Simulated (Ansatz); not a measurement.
Molecule: sum formula CrOH, charge 0, multiplicity 6. The spin state was set by rule; other spins were not relaxed. SMILES: [Cr][OH]
Structure (B3LYP-D3(BJ)/def2-TZVP (Ansatz, a quantum-chemistry and plane-wave program) minimum search):
```
O
H 1 0.9627
Cr 1 1.8307 2 120.08
```
Charge 0, spin multiplicity 6.

Quantity: atomisation energy (electronic, to ground-state atoms), in eV. Valence correlation only, unless marked. Open shells are spin-unrestricted. Spin-orbit coupling is left out. The frozen core is the preceding noble-gas configuration, with the filled d and f shells of earlier blocks. Non-relativistic. The coupled-cluster limit lacks core correlation, which all-electron functionals hold. CBS(X,Y): correlation extrapolated as X^-3; Hartree-Fock from the larger set.

```csv
level,program,atomisation energy (eV),minus last row
HF/6-31G,Ansatz,5.32,-3.03
HF/def2-TZVPP,Ansatz,5.06,-3.29
HF/def2-QZVPPD,Ansatz,5.10,-3.25
revPBE-D3(BJ)/def2-TZVPD,Ansatz + dftd3,8.27,-0.08
r2SCAN-D3(BJ)/def2-TZVPD,Ansatz + dftd3,8.27,-0.08
B97M-V/def2-TZVPD,Ansatz,7.99,-0.36
PBE0/6-31G*,Ansatz,8.89,0.54
PBE0/def2-SVP,Ansatz,7.84,-0.51
BHLYP/def2-TZVPD,Ansatz,7.64,-0.71
r2SCAN0/def2-TZVPD,Ansatz,7.79,-0.56
wB97X/def2-TZVPD,Ansatz,8.40,0.05
B2GP-PLYP-D4/def2-TZVPD,Ansatz + dftd4,8.10,-0.25
B2PLYP/def2-TZVPD,Ansatz,8.20,-0.15
"MP2/CBS(def2-TZVPPD,def2-QZVPPD)",Ansatz,8.35,0.00
"RI-MP2/CBS(def2-TZVPPD,def2-QZVPPD)",Ansatz,8.35,0.00
SCS-MP2/def2-QZVPP,Ansatz,8.76,0.41
CCSD/6-31G*,Ansatz,8.02,-0.33
CCSD/def2-SVP,Ansatz,7.19,-1.16
CCSD/def2-TZVPPD,Ansatz,7.88,-0.47
CCSD(T)/6-31G*,Ansatz,8.13,-0.22
"CCSD(T)/CBS(def2-TZVPPD,def2-QZVPPD)",Ansatz,8.35,0.00
```

The T1 diagnostic of CCSD in the largest basis is 0.074, which is high, so the coupled-cluster rows are less sure than usual.
